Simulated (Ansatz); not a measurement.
Molecule: RuF2 (charge 0, triplet). The spin state was set by rule; other spins were not relaxed. 
Coordinates optimised at B3LYP-D3(BJ)/def2-TZVP (Ansatz, an electronic-structure program):
SMILES: [F][Ru][F]
```xyz
3

Ru     0.0000     0.0000     0.0000
F      0.0000     0.0000     1.8653
F      0.0000     0.0000    -1.8653
```
Charge 0, spin multiplicity 3.

Property: atomisation energy (electronic, to ground-state atoms), in kcal/mol. Correlated levels leave the core frozen unless marked. UHF or UKS for open shells. No spin-orbit coupling. The frozen core is the preceding noble-gas configuration, with the filled d and f shells of earlier blocks. Past Kr the def2 sets carry scalar-relativistic core potentials. STO-3G rows are all-electron and non-relativistic. The coupled-cluster limit lacks core correlation, which all-electron functionals hold. Basis-set limits of correlation are two-point, X^-3; Hartree-Fock from the larger set. The bracket is a focal-point correction in the basis named. The program attaches cautions to a run behind CCSD/def2-TZVPPD: other amplitudes. The program attaches cautions to a run behind RI-MP2/CBS(def2-TZVPPD,def2-QZVPPD)+[CCSD(T)-MP2]/def2-TZVPPD: other amplitudes.

The UHF reference is spin-contaminated (<S^2> 0.90 over the pure value in the largest basis). 

```
level                                                                 program  atomisation energy (kcal/mol)
-------------------------------------------------------------  --------------  -----------------------------
SVWN5/def2-TZVPD                                                       Ansatz                          263.4
revPBE-D4/def2-TZVPD                                           Ansatz + dftd4                            ___
B3LYP/def2-TZVPD                                                       Ansatz                          203.6
PBE0/STO-3G                                                            Ansatz                          203.3
PBE0-D3(BJ)/def2-TZVP                                          Ansatz + dftd3                            ___
PBE0/def2-QZVPP                                                        Ansatz                          202.9
r2SCANh/def2-TZVPD                                                     Ansatz                          204.3
HSE06-D4/def2-TZVPD                                            Ansatz + dftd4                          200.0
HSE06/def2-TZVPD                                                       Ansatz                          199.3
wB97X-V/def2-TZVPD                                                     Ansatz                          212.3
wB97X/def2-TZVPD                                                       Ansatz                            ___
B2GP-PLYP-D3(BJ)/def2-TZVPD                                    Ansatz + dftd3                          202.1
RPA@PBE/def2-TZVPP                                                     Ansatz                            ___
CCSD/def2-TZVPPD                                                       Ansatz                          192.4
RI-MP2/CBS(def2-TZVPPD,def2-QZVPPD)+[CCSD(T)-MP2]/def2-TZVPPD          Ansatz                          208.5
```

**Question.** Complete the blanks.

**Answer.** 
- revPBE-D4/def2-TZVPD, atomisation energy (kcal/mol): 211.1
- PBE0-D3(BJ)/def2-TZVP, atomisation energy (kcal/mol): 198.3
- wB97X/def2-TZVPD, atomisation energy (kcal/mol): 218.0
- RPA@PBE/def2-TZVPP, atomisation energy (kcal/mol): 176.1
